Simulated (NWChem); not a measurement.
System: C₂H₄FNOSi; SMILES O[Si@@](F)(N)C#C

The following NWChem deck was run.

```
start job
memory heap 200 mb stack 900 mb global 1100 mb
geometry units angstroms
  C      2.393790     0.434883     1.265936
  C      1.341991     0.222965     0.726733
  Si    -0.292808    -0.045133    -0.090374
  N     -1.547602     1.089052     0.210911
  O     -0.733379    -1.543578     0.319472
  F     -0.086327     0.051540    -1.687516
  H      3.321019     0.604679     1.732659
  H     -1.482444     1.999457    -0.212891
  H     -1.926054     1.165105     1.139873
  H     -1.495149    -1.954174    -0.080672
end
basis spherical
  * library def2-svp
end
dft
  xc pbe0
  iterations 150
end
driver
  maxiter 120
end
task dft optimize
task dft freq
```

The level has its own optimisation; frequencies are unscaled.

Give the results of this calculation. (PBE0/def2-SVP.) Quantities: r C–C (Å); r C–H (Å); r C–Si (Å); r N–Si (Å); highest harmonic frequency (cm⁻¹); lowest (cm⁻¹); zero-point energy (kcal/mol); dipole (D).

The r C–C (Å) comes out as 1.216, the r C–H (Å) is 1.076 and the r C–Si (Å) is 1.825. The r N–Si (Å) is 1.708, the highest harmonic frequency (cm⁻¹) is 3924 and the lowest (cm⁻¹) is 128. The zero-point energy (kcal/mol) is 39.8 and the dipole (D) comes out as 2.60.
